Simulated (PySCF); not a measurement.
## L and K shells in AlCl2Me

Compound: AlCl2Me, CH3AlCl2.
Z-matrix (Å and degrees, PBE0-D3(BJ)/def2-SVP geometry), rows numbered from 1:
```
Al
Cl  1  2.0996
Cl  1  2.0999  2  115.98
C   1  1.9315  2  121.69  3   179.17
H   4  1.1031  1  109.82  2   -84.69
H   4  1.1006  1  111.82  2   156.02
H   4  1.1011  1  111.34  2    33.91
```

Computed, not measured: delta-SCF UKS SCAN, pcX-2 on the ionised atom, pcseg-1 elsewhere, spin-free X2C (PySCF). Binding energies are ΔSCF values: E(core-ionised, relaxed orbitals) − E(ground state) at a fixed geometry, referred to the vacuum level. 2p3/2 and 2p1/2 are the ΔSCF energy of one spin-free 2p hole plus the eigenvalues of a spin–orbit and ligand-field matrix of the shell. The splitting includes the ligand field, and 2p3/2 is the mean of two sublevels.

Give the 2p3/2 and 2p1/2 binding energies and the splitting.

```json
{"atom": "Cl2/Cl3", "environment": "chlorine bonded to Al", "2p3/2 (eV)": "205.92", "2p1/2 (eV)": "207.58", "splitting (eV)": "1.66", "mean of the shell (eV)": "206.47"}
```

What are the 1s binding energies of the same atoms?

Cl2/Cl3 2828.53 eV.

Which Kα1 and Kα2 emission energies and wavelengths follow?

The photon carries the difference of the 1s-hole and 2p-hole states, both at the ground state's geometry; λ = 12398.42 eV Å/E.

```csv
atom,Kα1 (eV),Kα2 (eV),λ(Kα1) (Å),λ(Kα2) (Å)
Cl2/Cl3,2622.61,2620.95,4.7275,4.7305
```

And the 1s levels of the other atoms?

C4 (carbon bonded to Al and 3 H) 290.56 eV; Al1 (aluminium bonded to C and 2 Cl) 1568.48 eV.

Topologically equivalent atoms share the value of their first member; where this conformer doesn't relate them by symmetry, their own values could differ. Isolated species at its PBE0-D3(BJ)/def2-SVP geometry, gas phase.
